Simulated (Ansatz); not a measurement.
Isolated molecules relaxed with PBE0-D4/def2-TZVP in Ansatz; ΔE leaves out vibrations. CCSD(T)/CBS is the MP2 limit (def2-TZVPP, def2-QZVPP) plus CCSD(T) − MP2 in def2-TZVPP, frozen cores. This one scheme is used for every species. Elements past krypton have def2 core potentials. For In outer-core shells are correlated without core-valence functions, which leaves a few kJ/mol of doubt a bond. One conformer a species, not always the lowest.

`[CH3][In]([CH3])[F]` + CH₃NH₂ → `C[NH][In]([CH3])[F]` + CH₄  (ligand exchange at the In–C bond)

| species | SCS-MP2/def2-QZVPP energy (Eh) |
| --- | --- |
| `[CH3][In]([CH3])[F]` | -369.08008 |
| CH₃NH₂ | -95.69949 |
| `C[NH][In]([CH3])[F]` | -424.35582 |
| CH₄ | -40.43589 |

Problem. Work out ΔE.

Solution. ΔE = (-424.35582) + (-40.43589) − (-369.08008) − (-95.69949) = -0.01214 Eh = -7.6 kcal/mol. CCSD(T)/CBS gives -7.4 kcal/mol.

Largest T1 diagnostic among the species: 0.014.

Leaving LDA and LC-ωPBE aside and taking each functional with its dispersion term where it has one, the values, not all of them listed here, spread over 1.7 kcal/mol, from BLYP-D4 to HSE06-D4. At CCSD(T), def2-SVP lies −1.7 kcal/mol from the extrapolated value and def2-TZVPP +0.7 kcal/mol. The D4 term adds −0.8 kcal/mol with B3LYP and −0.5 kcal/mol with PBE0; it sums over pairs of atoms, weighted by their polarisabilities, and B3LYP, whose exchange is more repulsive, gets the larger term.

B3LYP here is the variant with VWN-RPA as its local correlation; programs differ in this.
